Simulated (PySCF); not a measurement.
Ta(S)(Cl)(NH2)2 (ClH4N2STa), SMILES [NH2][Ta]([NH2])(=[S])[Cl], multiplicity 1.

Geometry: B3LYP-D3(BJ)/def2-SVP. The spin state was assumed, not searched. The structure was generated by enumeration; whether it is a known compound was not checked. The def2 effective core potentials stand for the cores of Ta; spin–orbit coupling is left out. The values are those of a single conformer.

Two levels are set side by side: TDA-PBE/def2-SVPD (PySCF) and TDA-LC-ωPBE/def2-SVPD (PySCF). Vertical, same geometry. The lowest singlet is HOMO→LUMO 92 % with PBE and HOMO→LUMO 70 %, HOMO−1→LUMO+1 22 % with the other functional; states are paired by order. Differences are taken from unrounded values.

| quantity | TDA-LC-ωPBE |
|---|---|
| lowest singlet excitation (eV) | 4.38 |
| lowest triplet excitation (TDA) (eV) | 3.74 |

Task: What does TDA-PBE give, and how far is it from TDA-LC-ωPBE? (Estimate from the structure and the level; the computed values follow.)

Result: 
```tsv
quantity	TDA-PBE	TDA-PBE minus TDA-LC-ωPBE
lowest singlet excitation (eV)	4.03	-0.35
lowest triplet excitation (TDA) (eV)	3.59	-0.15
```

A lower first singlet is the usual sign of a functional without exact exchange. Differences between two approximate levels are no errors against the true value.

Rough cost on one machine, each run with all the roots and properties that it gave: TDA-LC-ωPBE against TDA-PBE about 3 times.
